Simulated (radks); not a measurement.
Ionisation ladder of ytterbium, from Yb57+ to Yb60+. Each ion is in the ground configuration listed by NIST, and IE = E(next ion) - E(this ion). Calculated with a radial shooting solver on a logarithmic mesh with Libxc functionals: scalar-relativistic Kohn-Sham, PBE, spin-unpolarised, spherical densities, point nucleus.

| species | configuration | E (hartree) | IE, Delta-SCF (eV) | IE, NIST (eV) | kind | error (eV) |
|---|---|---|---|---|---|---|
| Yb57+ | [Ne] 3s2 3p1 | -10445.8776 | 5666.0 | 5860 | theory | -194.0 |
| Yb58+ | [Ne] 3s2 | -10237.6549 | 6136.3 | 6111 | theory | +25.3 |
| Yb59+ | [Ne] 3s1 | -10012.1484 | 6250.6 | 6236 | theory | +14.6 |
| Yb60+ | [Ne] | -9782.4433 | 14123.6 | 13784 | theory | +339.6 |

Reference values: NIST Atomic Spectra Database (exp. = measured, semi-emp. = semi-empirical, theory = theoretical value adopted there). The ionisation energy per charge of the ion left behind rises most, in proportion, at Yb60+ ([Ne]), from 104.18 to 231.53 eV. Spin polarisation and multiplet splitting are left out, so open shells lie too high by an amount that depends on their filling. Spin-orbit splitting is averaged out at the scalar-relativistic level.

Beside tabulated values, note that spin-unpolarised runs miss the spin-polarisation part of the exchange energy of open shells.
